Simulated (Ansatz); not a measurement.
Program: Ansatz. Geometries: PBE0-D4/def2-TZVP. ΔE: electronic, gas phase. CCSD(T)/CBS is the MP2 limit (def2-TZVPP, def2-QZVPP) plus CCSD(T) − MP2 in def2-TZVPP, frozen cores. This one scheme is used for every species. Functionals use def2-TZVPP. B3LYP here is the variant with VWN-RPA as its local correlation; programs differ in this. For Se outer-core shells are correlated without core-valence functions, which leaves a few kJ/mol of doubt a bond. Scalar relativity is left out up to krypton. Each species was taken in one conformer, which may not be the lowest.

Consider the ligand exchange at the Se–Si bond: `N[SiH2][Se][SiH3]` + `C[SeH]` → `C[Se][Se][SiH3]` + `N[SiH3]`.

`N[SiH2][Se][SiH3]`:

Cartesian coordinates in Å:
```
N -1.303 -1.223 1.024
Si -1.282 0.380 0.427
Se 0.655 1.586 0.702
Si 1.767 0.468 -0.933
H -0.851 -1.951 0.493
H -1.203 -1.389 2.013
H -1.563 0.299 -1.027
H -2.291 1.178 1.161
H 3.213 0.755 -0.771
H 1.319 0.896 -2.282
H 1.539 -0.998 -0.807
```

`C[SeH]`:

Z-matrix (Å, degrees):
```
C
Se 1 1.949
H 1 1.088 2 110.6
H 1 1.087 2 110.6 3 -123.3
H 1 1.089 2 106.0 3 118.4
H 2 1.468 1 95.4 3 61.7
```

`C[Se][Se][SiH3]`:

```xyz
10

C    -1.548    0.524   -1.206
Se   -1.191    1.154    0.601
Se   -0.513   -0.857    1.576
Si    1.674   -0.563    1.000
H    -0.640    0.119   -1.646
H    -2.339   -0.222   -1.190
H    -1.874    1.400   -1.770
H     2.409   -1.780    1.438
H     1.791   -0.413   -0.472
H     2.231    0.637    1.670
```

`N[SiH3]`:

Cartesian coordinates in Å:
```
N 0.888 -0.119 -0.578
Si -0.602 0.043 0.264
H 1.506 -0.883 -0.354
H 1.415 0.704 -0.822
H -1.284 -1.277 0.244
H -0.503 0.470 1.692
H -1.419 1.061 -0.446
```

| level | ΔE (kJ/mol) | difference from CCSD(T)/CBS |
| --- | --- | --- |
| PBE-D4 | 56.0 | -5.4 |
| r2SCAN-D4 | 62.6 | 1.2 |
| PBE0-D4 | 61.3 | -0.1 |
| B3LYP-D4 | 52.8 | -8.6 |
| ωB97X-V | 61.4 | 0.0 |
| B2PLYP | 57.0 | -4.4 |
| r2SCAN | 62.5 | 1.1 |
| B3LYP | 53.4 | -8.0 |
| CCSD/def2-TZVPP | 63.4 | 2.0 |
| MP2/def2-QZVPP | 62.7 | 1.3 |
| CCSD(T)/CBS | 61.4 | 0 |

Largest T1 diagnostic among the species: 0.010.

From PBE to PBE0 (25 % exact exchange), in def2-TZVPP and without D4, ΔE moves by +5.3 kJ/mol.
